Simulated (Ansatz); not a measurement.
System: bromine monochloride, BrCl (charge 0, singlet). SMILES: ClBr
Coordinates optimised at B3LYP-D3(BJ)/def2-TZVP (Ansatz, a program for electronic structure):
```xyz
2

Cl     0.0000     0.0000    -1.4574
Br     0.0000     0.0000     0.7079
```
Charge 0, spin multiplicity 1.

Computed values are from Ansatz. Cores are frozen in the correlated levels unless marked. UHF or UKS for open shells. Spin-orbit coupling is left out. Frozen are the shells of the preceding noble gas and the d and f shells that filled before the atom's block. Non-relativistic. CBS marks a two-point X^-3 extrapolation of the correlation energy; Hartree-Fock from the larger set.

### Question
What is the atomisation energy De at CCSD(T)/CBS(def2-TZVPPD,def2-QZVPPD)?

### Answer
232.2 kJ/mol.

### Question
What is the dipole moment at CCSD(T)/def2-SVPD?

### Answer
0.49 D.

### Question
What is the T1 diagnostic at CCSD/def2-QZVPPD?

### Answer
0.009.

### Question
What is the vertical electron affinity (to the doublet; negative means unbound) at CCSD(T)/CBS(def2-TZVPPD,def2-QZVPPD)?

### Answer
1.30 eV.

### Question
What is the total energy at CCSD(T)/CBS(def2-TZVPPD,def2-QZVPPD)?

### Answer
-3032.4302 Eh.
